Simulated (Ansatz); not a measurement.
Gas-phase electronic energies from Ansatz, PBE0-D4/def2-TZVP geometries. CCSD(T)/CBS is the MP2 limit (def2-TZVPP, def2-QZVPP) plus CCSD(T) − MP2 in def2-TZVPP, frozen cores. Functionals use def2-TZVPP. B3LYP here is the variant with VWN-RPA as its local correlation; programs differ in this. For Br outer-core shells are correlated without core-valence functions, which leaves a few kJ/mol of doubt a bond. Scalar relativity is left out up to krypton. Each species was taken in one conformer, which may not be the lowest.

Consider the redistribution: `NB(N)S` + `ClC[SiH2]Br` → `NB(N)Br` + `S[SiH2]CCl`.

`NB(N)S`:

Z-matrix (Å, degrees):
```
N
B 1 1.411
H 1 1.004 2 122.9
H 1 1.002 2 123.2 3 -175.0
N 2 1.411 1 122.3 3 2.9
S 2 1.844 1 121.3 3 -177.7
H 5 1.003 2 122.8 1 -173.9
H 5 1.004 2 123.3 1 5.9
H 6 1.340 2 97.0 1 13.7
```

`ClC[SiH2]Br`:

```xyz
8

Cl    0.401    0.577   -2.123
C    -0.579   -0.093   -0.798
Si    0.406   -0.147    0.798
Br    0.870    1.914    1.460
H    -1.474    0.522   -0.695
H    -0.885   -1.102   -1.085
H    -0.416   -0.793    1.852
H     1.676   -0.877    0.591
```

`NB(N)Br`:

Cartesian coordinates in Å:
```
N -1.099 0.357 0.540
B -0.058 -0.350 -0.077
N 1.189 0.190 -0.420
Br -0.369 -2.236 -0.490
H -1.975 -0.076 0.766
H -1.037 1.327 0.792
H 1.903 -0.359 -0.861
H 1.445 1.146 -0.249
```

`S[SiH2]CCl`:

```xyz
9

S    -1.018    0.581   -2.011
Si    0.512    0.266   -0.548
C    -0.228   -0.125    1.135
Cl    1.117   -0.351    2.290
H    -1.369   -0.714   -2.080
H     1.252    1.547   -0.473
H     1.407   -0.847   -0.943
H    -0.818   -1.042    1.128
H    -0.855    0.687    1.502
```

| level | ΔE (kcal/mol) | difference from CCSD(T)/CBS |
| --- | --- | --- |
| PBE-D4 | 0.2 | -0.6 |
| r2SCAN-D4 | 0.4 | -0.4 |
| PBE0-D4 | 0.5 | -0.3 |
| B3LYP-D4 | 0.7 | -0.1 |
| ωB97X-V | 0.8 | 0.0 |
| ωB97M-V | 0.6 | -0.2 |
| B2PLYP | 0.4 | -0.4 |
| PBE | 0.0 | -0.8 |
| r2SCAN | 0.4 | -0.4 |
| PBE0 | 0.4 | -0.4 |
| B3LYP | 0.4 | -0.4 |
| HF/def2-TZVPP | 1.0 | 0.2 |
| MP2/def2-TZVPP | 0.2 | -0.6 |
| SCS-MP2/def2-TZVPP | 0.4 | -0.4 |
| CCSD/def2-TZVPP | 0.4 | -0.4 |
| CCSD(T)/def2-TZVPP | 0.2 | -0.6 |
| HF/def2-QZVPP | 1.1 | 0.3 |
| MP2/def2-QZVPP | 0.6 | -0.2 |
| SCS-MP2/def2-QZVPP | 0.7 | -0.1 |
| HF/CBS(def2) | 1.1 | 0.3 |
| MP2/CBS(def2) | 0.8 | 0.0 |
| CCSD/CBS(def2) | 0.9 | 0.1 |
| CCSD(T)/CBS | 0.8 | 0 |

Largest T1 diagnostic among the species: 0.011.

In def2-TZVPP, CCSD(T) changes the Hartree–Fock value by −0.7 kcal/mol (the triples alone add −0.2 kcal/mol) and MP2 by −0.7 kcal/mol.
